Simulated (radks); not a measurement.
Task: These are the eigenvalues of the occupied orbitals of an atom or ion with whole-number occupations (eV). All-electron calculation, scalar-relativistic Kohn-Sham, r2SCAN, spin-unpolarised, spherical densities, finite nucleus; meta-GGA in the generalised Kohn-Sham scheme; Fermi nuclear charge, rms radius of each element as measured or else 0.836 A^(1/3) + 0.57 fm. Program: a radial shooting solver on a logarithmic mesh with Libxc functionals.

1s: -40396.67
2s: -6540.962
2p: -5861.444
3s: -1466.637
3p: -1249.289
3d: -940.7656
4s: -349.5202
4p: -277.7956
4d: -174.0381
5s: -95.1501
5p: -75.1668
5d: -47.6967

Which element is it, and in what charge state? The configuration may be excited.

Result: Z = 58, cerium, charge +5: Ce5+ in [Kr] 4d10 5s2 5p4 5d1. The list shows which subshells hold electrons but not how many an open one holds; the 1s level, -1484.6 hartree, gives Z - s = 54.5 by -(Z - s)^2/2, which with screening and relativity narrows Z to a few neighbours, and the depths of the outer levels then fix element, charge and occupations together.
